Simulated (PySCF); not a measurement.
# How methods differ on the interval between two levels of Tl

Tl [Xe] 4f14 5d10 6s2 6p1 [2P3/2, M_J = 3/2] → Tl [Xe] 4f14 5d10 6s1 6p1 7s1 [4P5/2, M_J = 5/2], as a difference of total energies. Computed with PySCF 2.14 in x2c-SVPall-2c with one added diffuse shell each of s, p type (8s12p7d2f, 93 functions), with the two-component X2C-1e Hamiltonian. Correlated levels: [Kr] 4d10 4f14 frozen; the 22 highest virtual spinors dropped. "Screened" scales the spin-orbit matrix elements by Boettger's factors to mimic the two-electron term; Breit and QED terms are absent.

```csv
method,interval between two levels (cm⁻¹)
GHF (spin-free),64350
GMP2 (spin-free),76455
GHF (screened spin-orbit),65672
GMP2 (screened spin-orbit),77816
```

The labels give the starting determinants; with spin-orbit coupling the two ends relaxed to ⟨J²⟩ = 3.76, ⟨L²⟩ = 2.19, ⟨S²⟩ = 0.94 and ⟨J²⟩ = 8.76, ⟨L²⟩ = 2.19, ⟨S²⟩ = 3.94.

The promoted electron is Rydberg-like, and one or two diffuse shells describe it only roughly, which tends to raise the upper state.
